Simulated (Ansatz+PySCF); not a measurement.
The numbers below are computed, except where a source is named.
Several solutions for singlet CH₃Br

```xyz
5

C     0.0000    0.0000   -1.6321
Br    0.0000    0.0000    0.4518
H     0.0000   -1.1226   -2.0066
H    -0.9722    0.5613   -2.0066
H     0.9722    0.5613   -2.0066
```

Basis set: def2-SVP (spherical functions). Charge 0, multiplicity 1.

CASSCF(2,2) was run from several starts with Ansatz (development build ahead of 0.2.0) and PySCF 2.14.0. The starts are those of the Hartree–Fock orbitals from which the active space was taken at the frontier.

```csv
run,program,start,converged,energy (hartree),<S²>
A,Ansatz,search for the lowest state,yes,-2611.68123,0.00
B,PySCF,program defaults,yes,-2611.68123,0.00
C,Ansatz,"atomic start, no search",yes,-2611.66656,0.00
D,Ansatz,stability test followed,yes,-2611.66656,0.00
```

(1) Which runs reached the lowest solution of this kind, and what is wrong with the others?

Results:

(1) A, B reached the lowest solution found. Converged but too high: C by 0.40 eV, D by 0.40 eV. Convergence only shows a stationary point; in CASSCF the end hangs on which orbitals enter the active space. Caution: other starts end on other solutions of this active space.
